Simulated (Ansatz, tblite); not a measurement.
Cost and result up the ladder for GaSb₂ (the lowest doublet isomer of a short search) (3 atoms). The state is a doublet with charge 0. Geometry: r2SCAN-D4/def2-TZVP.

```xyz
3

Ga   -1.136   -0.662   -1.169
Sb    1.406   -0.597    0.298
Sb   -0.270    1.259    0.871
```

Ansatz on 4 threads of Arm Neoverse V2 on a shared host; xTB runs through tblite on one thread. Times are rough, summed over both states, and most runs start from the orbitals of an earlier one. ωB97M-V/def2-TZVP serves as the yardstick here, not as an exact answer. Differences are given only for rows in sets of like size (and for xTB, whose basis is part of the method), since another set adds its own error. The other state is a quartet at its own geometry.

In the def2 sets Sb takes a core potential; there is no spin–orbit coupling. The xTB rows come from tblite. B3LYP takes the VWN-RPA correlation. Correlated methods freeze 17 core orbitals; core or outer-core shells of Ga, Sb are correlated, in sets that lack core-valence functions. The rows differ in basis, and correlated rows in double-zeta sets carry the largest basis error. In CCSD on the charge 0 doublet the largest single amplitude is 0.26, so its Hartree–Fock determinant may place the open shell otherwise than the density functionals do. The structure comes from a short search, and lower isomers may exist.

Run but left out: HF/STO-3G, HF/def2-SVP, HF/def2-TZVP, MP2/def2-SVP, MP2/def2-TZVP (doublet: ⟨S²⟩ 1.35 to 1.45, where a pure state has 0.75).

Correlated methods converge slowly with the basis, most of all in double-zeta sets.

xTB has no spin-polarisation term.

```json
{"level": "GFN1-xTB", "functions": "27", "wall time": "0.004 s", "quartet − doublet (eV)": "0.95", "difference from ωB97M-V/def2-TZVP (eV)": "0.18", "remarks": "–"}
{"level": "GFN2-xTB", "functions": "27", "wall time": "0.004 s", "quartet − doublet (eV)": "1.03", "difference from ωB97M-V/def2-TZVP (eV)": "0.26", "remarks": "–"}
{"level": "PBE-D4/def2-TZVP", "functions": "148", "wall time": "4.2 s", "quartet − doublet (eV)": "0.91", "difference from ωB97M-V/def2-TZVP (eV)": "0.14", "remarks": "–"}
{"level": "revPBE-D4/def2-TZVP", "functions": "148", "wall time": "4.4 s", "quartet − doublet (eV)": "0.89", "difference from ωB97M-V/def2-TZVP (eV)": "0.11", "remarks": "–"}
{"level": "B3LYP-D4/def2-TZVP", "functions": "148", "wall time": "8.2 s", "quartet − doublet (eV)": "0.95", "difference from ωB97M-V/def2-TZVP (eV)": "0.17", "remarks": "–"}
{"level": "RPA@PBE/def2-TZVP", "functions": "148", "wall time": "9.3 s", "quartet − doublet (eV)": "0.92", "difference from ωB97M-V/def2-TZVP (eV)": "0.14", "remarks": "–"}
{"level": "PBE0-D4/def2-TZVP", "functions": "148", "wall time": "10 s", "quartet − doublet (eV)": "0.77", "difference from ωB97M-V/def2-TZVP (eV)": "0.00", "remarks": "–"}
{"level": "CCSD(T)/def2-SVP", "functions": "84", "wall time": "13 s", "quartet − doublet (eV)": "0.82", "difference from ωB97M-V/def2-TZVP (eV)": "–", "remarks": "large T1 (0.048) (doublet), spin-contaminated (⟨S²⟩ 1.35) (doublet), spin-contaminated (⟨S²⟩ 3.90) (quartet)"}
{"level": "r2SCAN-D4/def2-TZVP", "functions": "148", "wall time": "14 s", "quartet − doublet (eV)": "0.72", "difference from ωB97M-V/def2-TZVP (eV)": "-0.05", "remarks": "–"}
{"level": "B97M-V/def2-TZVP", "functions": "148", "wall time": "19 s", "quartet − doublet (eV)": "0.82", "difference from ωB97M-V/def2-TZVP (eV)": "0.05", "remarks": "–"}
{"level": "r2SCANh-D4/def2-TZVP (with forces)", "functions": "148", "wall time": "25 s", "quartet − doublet (eV)": "0.68", "difference from ωB97M-V/def2-TZVP (eV)": "-0.09", "remarks": "–"}
{"level": "ωB97M-V/def2-TZVP", "functions": "148", "wall time": "54 s", "quartet − doublet (eV)": "0.77", "difference from ωB97M-V/def2-TZVP (eV)": "0.00", "remarks": "–"}
```
